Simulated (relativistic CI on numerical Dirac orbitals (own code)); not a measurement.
These numbers are calculated, not measured: Dirac-Coulomb-Breit CI, separate exchange-only KLI orbitals for each configuration, model QED (radiative potential, 1s self-energy scaled to tabulated hydrogen-like ionisation energies), valence Slater integrals scaled by 0.85, P86 correlation energy added to each configuration (own radial code, finite nucleus).

CI space (outside the closed core [Ar] 3d10): 4s²4p⁶4d², 4s²4p⁶4d5s, 4s²4p⁶4d5p, 4s²4p⁶4d4f, 4s²4p⁶5s², 4s²4p⁶5s5p, 4s²4p⁶4d6s, 4s²4p⁶4d5d, 4s²4p⁵4d³, 4s²4p⁶4f², 4s²4p⁶4d6p, 4s²4p⁶4d6d, 4s²4p⁶4d7s, 4s²4p⁶4d5f, 4s²4p⁶5p², 4s²4p⁶4d5g, 4s²4p⁶4d7p, 4s²4p⁶4d7d, 4s²4p⁶5s5d, 4s²4p⁶4f5s, 4s²4p⁵4d²4f, 4s²4p⁶5p5d, 4s²4p⁶4f5p, 4s4p⁶4d³. Double excitations out of closed p, d and f shells are left out; levels of such configurations are missing from the list, as are those of other unlisted configurations, and high levels can miss mixing partners. These lack a partner that the ground configuration has and come out too high: 4s²4p⁵4d²4f.

Correlation outside the listed configurations is missing or only estimated: errors of thousands of cm⁻¹ between configurations and terms are usual at this charge. Rates and lifetimes follow the computed energies and can be off by large factors. The fine structure of a lone outer electron comes out too small, for d and f at times inverted, and misplaced configurations move strength between like terms.

Outline of the computed level scheme of Nb IV. Lowest level of each configuration: 4s²4p⁶4d² ³F2 at 0.0000 eV; 4s²4p⁶4d5s ³D1 at 7.1999 eV; 4s²4p⁶4d5p ¹D°2 at 12.6961 eV; 4s²4p⁶5s² ¹S0 at 15.4875 eV; 4s²4p⁶5s5p ³P°0 at 20.1450 eV; 4s²4p⁶4d5d ¹F3 at 20.8050 eV.

Some strong electric-dipole decays among the lowest 45 levels: 4s²4p⁶4d5p ¹F°3 → 4s²4p⁶4d² ¹G4 (2.7e+09 s⁻¹); 4s²4p⁶4d5p ³D°1 → 4s²4p⁶4d² ³F2 (2.2e+09 s⁻¹); 4s²4p⁶5s5p ³P°2 → 4s²4p⁶4d5s ³D3 (2.1e+09 s⁻¹); 4s²4p⁶4d5d ³G5 → 4s²4p⁶4d5p ³F°4 (2.0e+09 s⁻¹); 4s²4p⁶4d5p ³D°3 → 4s²4p⁶4d² ³F4 (1.8e+09 s⁻¹); 4s²4p⁶4d5p ³P°0 → 4s²4p⁶4d² ³P1 (1.7e+09 s⁻¹); 4s²4p⁶4d5p ³D°2 → 4s²4p⁶4d² ³F3 (1.6e+09 s⁻¹); 4s²4p⁶4d5d ¹F3 → 4s²4p⁶4d5p ¹D°2 (1.3e+09 s⁻¹).

Rates of lines that live on the mixing of spin multiplicities can be off by large factors.

LS names give the leading component of a level, which can be under half, so a name can repeat, a term be missing and a line seem to break the LS rules.
